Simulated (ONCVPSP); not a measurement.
**Building the ONCV potential for indium (In) (PBE, scalar-relativistic).**

ONCVPSP 4.0.1 input, shortened (lines: element, Z, core and valence counts, functional; n l f; lmax; l rc ep ncon nbas qcut; lloc lpopt rc5 dvloc0; l nproj debl; icmod fcfact rcfact), PBE, scalar-relativistic:

```
  In 49.00    9    1        4      upf
    1    0    2.00
    2    0    2.00
    2    1    6.00
    3    0    2.00
    3    1    6.00
    3    2   10.00
    4    0    2.00
    4    1    6.00
    4    2   10.00
    5    0    2.00
    1
    0    2.15    0.00    4    9    2.40
    1    2.25    0.20    4    7    3.60
    0    5    2.15    0.00
    0    0    1.30
    1    2    2.50
    3    2.75    1.10
```

In the p channel the program set the typed energies aside and used 0.050, 2.550 Ha.

Q: Does the generator finish with these settings?

A: Yes, a potential is produced and its reference levels are reproduced.

Q: Estimate the cutoffs (Ha) at which the residual kinetic energy of the hardest occupied pseudo-wave falls to 1 and 0.1 mHa per electron.

A: 28 Ha and 50 Ha.

Q: Does the potential have ghost states?

A: No bound ghost flagged; no localised positive-energy state flagged.

Q: Tests: 5s2 5p1; 5s1; 5s2 5p0.5; 5s1 5p2. Which has the largest error in its energy relative to the reference configuration, and how large is it?

A: 5s1 5p2, with +88 meV (all-electron minus pseudo) on +0.48 eV.
